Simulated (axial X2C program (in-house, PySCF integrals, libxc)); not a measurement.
**Nuclear properties of ScSb**

Computed with an axial X2C code built on PySCF integrals: two-component X2C with atomic mean-field Coulomb and Gaunt terms, Gaussian nuclei, basis Sb dyall-cv3z, Sc dyall-cv3z with contracted cores.

R = 2.608 Å (near the PBE0 minimum at charge 0 of the determinant lowest at the starting distance; the state shown can have its own minimum elsewhere).

Input and command:
```json
{"zs": [51, 21], "q": 0, "bas": ["dyall-cv3z", "dyall-cv3z"], "r0": 2.88, "levels": ["PBE0", "HF", "PBE50", "BP86", "B3LYP"], "nst": 3}
```
```bash
python soeom.py task.json out
```

Keys: zs atomic numbers; q charge; bas basis sets; r0 starting distance in Å; levels methods; nst determinants followed.

Determinant lowest in the PBE0 search, Ω = 2 (⟨Sz⟩ = 1.00, ⟨Lz⟩ = 1.00 at PBE0), spin on the atoms Sb 0.38, Sc 0.63:

```
level  Eeff magnitude (GV/cm)  Ws magnitude Sb (kHz)  Ws magnitude Sc (kHz)  A∥/gI Sb (MHz)  qzz Sb (a.u.)  A∥/gI Sc (MHz)  qzz Sc (a.u.)  μ (D)
 PBE0                    0.77                  0.103                 0.0306             196          -2.22             177          -0.74   5.48
PBE50                   0.692                 0.0857                 0.0294             201          -1.32             180          -0.69   6.52
 BP86                    1.21                  0.233                 0.0344             236          -3.11             208          -0.86   4.47
B3LYP                   0.684                 0.0799                 0.0293             223          -1.98             179          -0.79   5.02
```

Determinant 0.00 eV from it at PBE0 and this distance, Ω = 0 (closed shell), highest spinor 44% Sc d, 44% Sb p, 7% Sc p:

```
level  qzz Sb (a.u.)  qzz Sc (a.u.)  μ (D)
 PBE0           0.87          -0.41   6.45
   HF          -1.36          -0.58   4.59
PBE50           0.91          -0.27   6.94
 BP86           0.86          -0.57   5.86
B3LYP           1.13          -0.48   5.92
```

Eeff is the effective electric field on the electron electric dipole moment in this Ω state and Ws the scalar–pseudoscalar constant of the nucleus named (defined with the proton number Z and per Ω); A∥ (defined per Ω) follows by multiplying with gI = μI/(I μN); qzz is the electric field gradient, eQq0 = 234.96 MHz × Q/barn × qzz; μ is positive if the Sc end (last atom) is positive. The operators were transformed with the bare-nucleus X2C matrices; with these basis sets, hyperfine constants and field gradients can be off by tens of per cent, and where levels differ in sign neither size nor sign is settled.

(1) With gI(121Sb) = 1.3454, gI(45Sc) = 1.3590, Q(45Sc) = -0.22 barn (g factors from the IAEA table of nuclear moments by Stone; Q from Pyykkö, Mol. Phys. 2018), turn the PBE0 values of the first state into constants in MHz.

Each state is one determinant with collinear spin, which with several unpaired electrons need not be a pure state. With several open shells hyperfine constants can be off by a factor of several. Open-shell Ω = 0 determinants with evenly filled partner blocks cannot be reached by this program, so the Ω shown need not be the lowest component. Left out as unconverged or as another state under the same occupation: HF in at least one table. At B3LYP, BP86, PBE50 a later determinant lies lower. States lie within half an eV, so the first need not be the ground state. Further determinants of the search, some of them spin-mixed, are not shown. Where a field gradient or hyperfine factor spreads by more than a factor of two over the levels, a constant derived from it is not to be relied on. PBE0 term energies can be off by some tenths of an eV.

Answers

(1) A∥(121Sb) = 196 × 1.3454 = 264 MHz; A∥(45Sc) = 177 × 1.3590 = 241 MHz; eQq0(45Sc) = 234.96 × (-0.22) × (-0.74) = 38.3 MHz.
